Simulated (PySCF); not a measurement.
C₆H₁₁NOSi.
Cartesian coordinates in Å at the GFN2-xTB level; atoms count from 1:
```xyz
20
C6H11NOSi angstrom
C      3.277   -0.465    0.259
C      1.893    0.128    0.335
O      1.626    1.230   -0.139
N      0.958   -0.603    0.932
C     -0.379   -0.068    1.031
C     -1.458   -1.071    0.792
C     -2.529   -0.647    0.139
C     -2.543    0.773   -0.327
Si    -0.679    1.284   -0.312
H      3.541   -0.964    1.189
H      3.995    0.322    0.047
H      3.310   -1.191   -0.552
H      1.165   -1.516    1.310
H     -0.498    0.349    2.042
H     -1.350   -2.076    1.179
H     -3.379   -1.286   -0.057
H     -3.043    0.856   -1.291
H     -3.131    1.371    0.372
H     -0.253    0.937   -1.669
H     -0.528    2.647    0.173
```

Probes without a nucleus sit at each ring's centroid and 1 Å off its mean plane on both sides; NICS is minus the shielding there, NICSzz its component along the normal. Level: GIAO PBE0/pcSseg-1 (PySCF, non-relativistic, gas phase) on the GFN2-xTB geometry, one conformer.

Ring bond lengths (Å), with Mayer bond orders in brackets: C5–C6 1.493 (1.01), C6–C7 1.324 (1.91), C7–C8 1.494 (1.05), C8–Si9 1.933 (0.81), Si9–C5 1.929 (0.80).

Problem. What do the NICS probes read (ppm)?

Solution. 
| ring | type | NICS(0) | NICS(1), two faces | NICS(1)zz, two faces | rms pucker (Å) | centre to ring atoms, mean (Å) |
| --- | --- | --- | --- | --- | --- | --- |
| C5–C6–C7–C8–Si9 | 5-membered ring with Si; formal bonds 1 double, 4 single | -2.5 | -2.9 / -4.3 | -0.8 / -2.6 | 0.16 | 1.37 |

Problem. What can be read from them?

Solution. 
- C5–C6–C7–C8–Si9: mean NICS(1)zz -1.7 ppm, near zero. C5, C8, Si9 have four or more neighbours; no verdict on aromaticity is drawn.

Problem. At the first NICS(1) probe listed for ring C5–C6–C7–C8–Si9, 1 Å off the ring, how large is the induced field along the normal in 11.7 T applied along it?

Solution. NICSzz × B0 = -0.8 ppm × 11.7 T = -9 μT, against the applied field.
